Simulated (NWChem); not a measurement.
System meant: C₂H₃BaFO₂

Here is an NWChem input.

```
start job
memory heap 200 mb stack 900 mb global 1100 mb
geometry units angstroms noautoz
  Ba     0.000086     1.137864     0.410700
  F     -0.000029     2.562206    -1.314205
  C     -0.001821    -3.317749     0.084006
  C     -0.001167    -1.812043     0.182448
  O     -1.108901    -1.202833     0.207890
  O      1.107187    -1.203653     0.207381
  H      0.905801    -3.737548     0.536221
  H     -0.905063    -3.736990     0.545487
  H     -0.007810    -3.593394    -0.982519
end
basis spherical
  * library def2-svp
end
dft
  xc pbe0
  iterations 150
  mulliken
end
task dft energy
```

End of the output:

```
             Grid Information
             ----------------
          Grid used for XC integration:  medium
          Radial quadrature: Mura-Knowles
          Angular quadrature: Lebedev.
          Tag              B.-S. Rad. Rad. Pts. Rad. Cut. Ang. Pts.
          ---              ---------- --------- --------- ---------
          Ba                  2.15      123          12.0       590
          F                   0.50       49          14.0       434
          C                   0.70       49          14.0       434
          O                   0.60       49          10.0       434
          H                   0.35       45          15.0       434
          Grid pruning is: on
          Number of quadrature shells:   503
          Spatial weights used:  Erf1

          Convergence Information
          -----------------------
          Convergence aids based upon iterative change in
          total energy or number of iterations.
          Levelshifting, if invoked, occurs when the
          HOMO/LUMO gap drops below (HL_TOL):  1.00D-02
          DIIS, if invoked, will attempt to extrapolate
          using up to (NFOCK): 10 stored Fock matrices.

                    Damping( 0%)  Levelshifting(0.5)       DIIS
                  --------------- ------------------- ---------------
          dE  on:    start            ASAP                start
          dE off:    2 iters        150 iters           150 iters

      Screening Tolerance Information
      -------------------------------
          Density screening/tol_rho:  1.00D-10
          AO Gaussian exp screening on grid/accAOfunc:  14
          CD Gaussian exp screening on grid/accCDfunc:  20
          XC Gaussian exp screening on grid/accXCfunc:  20
          Schwarz screening/accCoul:  1.00D-08

      Superposition of Atomic Density Guess
      -------------------------------------

      charge =      56.0 Ba (Barium)

      symmetry species            s     p     d     f
      number of basis functions = 6     6     5
      number of cont. functions = 4     3     2
      number of closed shells   = 6     4     2
      number of open shells     = 0     0     0
      open shell occupation     = 0     0     0
 ------------------------------------------------------------------------
 atomscf:atomd: error in atom scf                   0
 ------------------------------------------------------------------------
 ------------------------------------------------------------------------
  current input line :
    22: task dft energy
 ------------------------------------------------------------------------
 ------------------------------------------------------------------------
 This error has not yet been assigned to a category
 ------------------------------------------------------------------------
 For more information see the NWChem manual at https://nwchemgit.github.io

0:atomscf:atomd: error in atom scf:Received an Error in Communication
```

Q: Find the fault in this run and fix the input.

A: The run crashed. Cause: the def2 basis of a heavy element holds valence functions alone and wants its effective core potential (without it all electrons must fit into that basis). This input runs:
```
start job
memory heap 200 mb stack 900 mb global 1100 mb
geometry units angstroms noautoz
  Ba     0.000086     1.137864     0.410700
  F     -0.000029     2.562206    -1.314205
  C     -0.001821    -3.317749     0.084006
  C     -0.001167    -1.812043     0.182448
  O     -1.108901    -1.202833     0.207890
  O      1.107187    -1.203653     0.207381
  H      0.905801    -3.737548     0.536221
  H     -0.905063    -3.736990     0.545487
  H     -0.007810    -3.593394    -0.982519
end
basis spherical
  Ba library def2-svp
  F library def2-svp
  C library def2-svp
  O library def2-svp
  H library def2-svp
end
ecp
  Ba library def2-ecp
end
dft
  xc pbe0
  iterations 150
  mulliken
end
task dft energy
```
It converges to -353.35041 Ha (PBE0/def2-SVP with def2 effective core potentials on Ba).
